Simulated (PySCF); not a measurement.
## How methods differ on the excitation energy of S⁺

S⁺ [Ne] 3s2 3p3 (4S) → S⁺ [Ne] 3s1 3p4 (4P), as a difference of total energies. All numbers are calculated (PySCF 2.14, the spin-free X2C one-electron Hamiltonian (Gaussian nucleus), in x2c-QZVPPall with one added diffuse shell each of s, p, d, f type (10s7p5d3f1g, 86 functions)). Correlated levels: valence: [Ne] frozen; valence and next inner shell: 1s2 frozen. The calculations carry no spin-orbit coupling.

```json
{"method": "UHF", "excitation energy (eV)": "10.517"}
{"method": "LDA", "excitation energy (eV)": "10.419"}
{"method": "PBE", "excitation energy (eV)": "10.308"}
{"method": "PBE0", "excitation energy (eV)": "10.442"}
{"method": "r2SCAN", "excitation energy (eV)": "10.017"}
{"method": "BP86", "excitation energy (eV)": "10.192"}
{"method": "B3LYP", "excitation energy (eV)": "10.464"}
{"method": "wB97M-V", "excitation energy (eV)": "10.716"}
{"method": "M06-2X", "excitation energy (eV)": "10.523"}
{"method": "MP2 (valence)", "excitation energy (eV)": "10.519"}
{"method": "SCS-MP2 (valence)", "excitation energy (eV)": "10.523"}
{"method": "MP2 (valence and next inner shell)", "excitation energy (eV)": "10.626"}
{"method": "SCS-MP2 (valence and next inner shell)", "excitation energy (eV)": "10.606"}
```

Errors of the correlated levels include the incompleteness of this basis and the frozen core.

**Question.** Which method comes closest to the reference value, and which is furthest?

**Answer.** The reference is 9.870 eV (measured; NIST levels, between the centres of gravity of the two terms). Closest: r2SCAN (error 0.147 eV); furthest: wB97M-V (error 0.846 eV).
